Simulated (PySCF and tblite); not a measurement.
## Conformers and averaged properties: C₆H₈FN, numbered as in [CH2:1]=[C:2]1[CH2:3][N:4]=[CH:5][CH2:6][C@H:7]1[F:8]

Geometries GFN2-xTB; weights from B3LYP-D3(BJ)/def2-SVP (IEF-PCM, dimethylsulfoxide) energies and GFN2-xTB thermal corrections, with symmetry numbers and mirror pairs. Conformers within 3 kcal/mol (GFN2-xTB free energy) were kept, 6 at most. GIAO shieldings: KT3/pcSseg-1 (IEF-PCM, dimethylsulfoxide). Couplings: B3LYP/6-31G* with pcJ-1 on H, F (gas phase; spin-dipole term only for pairs with B, N, F, Si or P). Couplings are for ¹⁹F, ¹H. H–H couplings come out 0.1 to 0.9 Hz lower than with pcJ-1 on all atoms. Shifts are against TMS (¹H), TMS (¹³C) at the same level; of two unlike H on one atom, a is the less shielded. Programs: PySCF with density fitting and tblite.

The 6-ring runs over atoms 2–3–4–5–6–7.

```tsv
conformer	shape	symmetry	E(GFN2) kcal/mol	E(DFT) kcal/mol	G(298.15 K) kcal/mol	weight %	dipole D
1	6-ring half-chair (ring torsions 9, 1, 19, -46, 58, -40°)	C1	0.00	0.00	0.00	56.2	0.69
2	6-ring half-chair (ring torsions -14, 0, -15, 41, -57, 44°)	C1	1.16	0.23	0.15	43.7	2.99
3	6-ring boat (ring torsions 43, 1, -43, 36, 3, -44°)	C1	3.01	3.77	3.68	0.1	3.12
```

Weights (%) against temperature:

```json
{"T (K)": "200", "1": "59.8", "2": "40.2", "3": "0.0", "S(mix) cal/mol/K": "1.34"}
{"T (K)": "250", "1": "57.6", "2": "42.4", "3": "0.0", "S(mix) cal/mol/K": "1.36"}
{"T (K)": "298.15", "1": "56.2", "2": "43.7", "3": "0.1", "S(mix) cal/mol/K": "1.38"}
{"T (K)": "350", "1": "55.1", "2": "44.6", "3": "0.3", "S(mix) cal/mol/K": "1.40"}
{"T (K)": "400", "1": "54.3", "2": "45.2", "3": "0.5", "S(mix) cal/mol/K": "1.43"}
```

Averaged shifts at 298.15 K. ¹H: 7.64 (H5, 1H), 5.65 (H7, 1H), 5.32 (H1a, 1H), 5.27 (H1b, 1H), 4.91 (H3a, 1H), 4.82 (H3b, 1H), 3.00 (H6a, 1H), 2.78 (H6b, 1H) ppm. ¹³C: 154.6 (C5), 142.9 (C2), 103.5 (C1), 92.3 (C7), 60.7 (C3), 45.5 (C6) ppm.

Averaged couplings (Hz): ³J(H6a,F8) 17.2, ³J(H6b,F8) 15.6, ²J(H7,F8) 58.4, ²J(H1a,H1b) -0.5, ²J(H3a,H3b) -21.9, ³J(H5,H6a) 3.1, ³J(H5,H6b) 2.3, ²J(H6a,H6b) -18.9, ³J(H6a,H7) 5.7, ³J(H6b,H7) 6.7. Computed couplings to fluorine can be off by tens of per cent at such levels.

Coordinates of conformer 1 (Å):

```xyz
16

C    -1.501    1.553   -0.065
C    -0.808    0.448    0.146
C    -1.145   -0.890   -0.458
N    -0.025   -1.649   -0.946
C     1.154   -1.292   -0.711
C     1.595   -0.095    0.084
C     0.447    0.391    0.970
F     0.767    1.619    1.513
H    -1.218    2.489    0.385
H    -2.383    1.555   -0.683
H    -1.836   -0.769   -1.297
H    -1.650   -1.523    0.283
H     1.940   -1.910   -1.130
H     2.476   -0.336    0.682
H     1.870    0.708   -0.608
H     0.310   -0.289    1.824
```

Shifts are unscaled: against experiment ¹³C can be off by 15 ppm or more and ¹H by 0.8 ppm.

Search and properties took 2.9 min on 1 thread of Arm Neoverse V2 (shared host) (rough), launched as `OMP_NUM_THREADS=1 python ens_run.py task.json out`.
